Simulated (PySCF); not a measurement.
Zn(NH2)(SMe) (CH₅NSZn), SMILES C[S][Zn][NH2]. Atoms are numbered in the order given.

```xyz
9

Zn    -0.0926    -0.6712     0.0000
N      0.2960    -2.4380     0.0000
H      0.6578    -2.9050     0.8257
H      0.6578    -2.9050    -0.8257
S     -0.6602     1.4166     0.0000
C      0.9942     2.1976     0.0000
H      1.5751     1.9381     0.8971
H      0.8390     3.2862     0.0000
H      1.5751     1.9381    -0.8971
```

Geometry optimised at ωB97X-D3(BJ)/def2-SVP. The structure was generated by enumeration; whether it is a known compound was not checked. One conformer was computed; it need not be the lowest.

Computed with M06-2X/def2-TZVP in PySCF.

| Quantity | Value |
|---|---|
| total energy | -2273.45225 hartree |
| point group | Cs |
| highest occupied level | -7.80 eV |
| lowest empty level | -0.01 eV |
| orbital gap | 7.79 eV |
| dipole moment | 2.22 D |
| quadrupole, principal values (traceless, Buckingham form, about the centre of nuclear charge) | -3.09, 0.90, 2.20 D·Å |
| mean static polarisability | 62.8 bohr³ (9.30 Å³) |
| polarisability, principal values | 48.4, 56.4, 83.6 bohr³ |
